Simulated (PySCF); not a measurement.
C2H9BO2SeSi.
Structure used (PBE0-D3(BJ)/def2-SVP), in Å, numbered top down from 1:
```xyz
16
C2H9BO2SeSi angstrom
C      2.321    1.057   -0.409
O      1.821   -0.245   -0.270
B      0.580   -0.539    0.183
O      0.239   -1.848    0.152
C     -1.023   -2.341    0.517
Si    -0.733    0.901    0.830
Se    -1.980    1.355   -1.047
H      2.719    1.437    0.547
H      1.556    1.762   -0.777
H      3.143    1.034   -1.138
H     -1.152   -3.330    0.056
H     -1.843   -1.690    0.169
H     -1.105   -2.458    1.611
H     -1.631    0.423    1.927
H     -0.071    2.152    1.314
H     -2.862    2.331   -0.387
```

The calculation used TDDFT CAM-B3LYP/def2-SVPD, vertical, gas phase, core orbitals frozen in the response (PySCF 2.14.0, density-fitted response routines). Relativistic effects, spin–orbit coupling among them, are left out although an element past zinc is present.

Ground-to-excited transition dipoles (e·a0, same axes as the geometry; the sign carries no meaning), for the states with f of 0.002 or more among the lowest 7:

| state | E (eV) | μx | μy | μz |
| --- | --- | --- | --- | --- |
| S1 | 5.048 | -0.215 | -0.258 | 0.086 |
| S2 | 5.333 | 0.084 | 0.106 | -0.039 |
| S3 | 5.838 | -0.311 | 0.153 | -0.350 |
| S4 | 6.792 | -0.390 | -0.523 | 0.213 |
| S5 | 6.828 | -0.285 | -0.229 | 0.010 |
| S6 | 6.950 | -0.260 | -0.043 | -0.358 |
| S7 | 6.984 | 0.058 | -0.038 | 0.422 |

Problem. What oscillator strength does each state have?

Solution. f = (2/3) ΔE |μ|² with ΔE in hartree (27.2114 eV).

```csv
state,|μ|² (au),|μ| (D),f
S1,0.120,0.88,0.015
S2,0.020,0.36,0.003
S3,0.243,1.25,0.035
S4,0.471,1.74,0.078
S5,0.134,0.93,0.022
S6,0.197,1.13,0.034
S7,0.183,1.09,0.031
```

Problem. Which bond between heavy atoms lies closest to the direction of the S4 transition dipole?

Solution. C1–O2, at 20° from it; next B3–O4 at 29°.

Problem. What angle do the transition dipoles of S4 and S7 make?

Solution. |cos θ| = |μa·μb| / (|μa| |μb|) = 0.30, so θ ≈ 73° (taken between 0 and 90°, since the signs are arbitrary).

Problem. How is the summed strength of these states shared among x, y and z?

Solution. (2/3) Σ ΔE μα² gives 0.071 for x, 0.068 for y and 0.078 for z, 0.218 in all.

The vertical ionisation energy (ΔSCF) is 9.17 eV, 2.18 eV above S7.

One conformer stands for the species.
